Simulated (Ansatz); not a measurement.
Energy difference R1 → P1 + P2, each structure at its B3LYP-D3(BJ)/def2-TZVP stationary point, reached from a drawn start (curvature not checked).
R1: H6W (SMILES [WH6]), charge 0, multiplicity 1.
P1, H5W (SMILES [WH5]) (charge 0, multiplicity 2):
```xyz
6

W     -0.2455    -0.0017     0.0019
H      0.5647     0.0093     1.4891
H      0.5452    -0.0020    -1.4956
H      1.4331     0.0124    -0.0099
H     -1.1607     1.4554     0.0012
H     -1.1369    -1.4734     0.0133
```
P2: H atom, charge 0, multiplicity 2.

P less R. No zero-point or thermal terms; singlets are restricted closed shells; open shells are unrestricted; no spin–orbit coupling. The spin states of the d-block species are the ones drawn and need not be the lowest.

Cores are frozen in the correlated methods. CBS(a, b) extrapolates the correlation energy as X⁻³ and adds the Hartree–Fock energy of set b.

Codes used: Ansatz (a first-principles code) with Gaussian orbitals. No computed number here is a measurement. Elements past Kr take the def2 small-core potentials, without spin–orbit coupling.

PBE/def2-TZVPP gives 3.034 eV for the reaction energy.

**Question.** Where do these levels fall relative to PBE: r2SCAN/def2-TZVPP, PBE0/def2-TZVPP, wB97M-V/def2-TZVPP, B2PLYP/def2-TZVPP, MP2/CBS(def2-TZVPP, def2-QZVPP), CCSD(T)/CBS(def2-TZVPP, def2-QZVPP).

**Answer.** r2SCAN/def2-TZVPP -0.076; PBE0/def2-TZVPP -0.122; wB97M-V/def2-TZVPP -0.081; B2PLYP/def2-TZVPP -0.082; MP2/CBS(def2-TZVPP, def2-QZVPP) 0.129; CCSD(T)/CBS(def2-TZVPP, def2-QZVPP) -0.009 eV. 1 of 6 lie above PBE; the widest gap is to MP2/CBS(def2-TZVPP, def2-QZVPP).
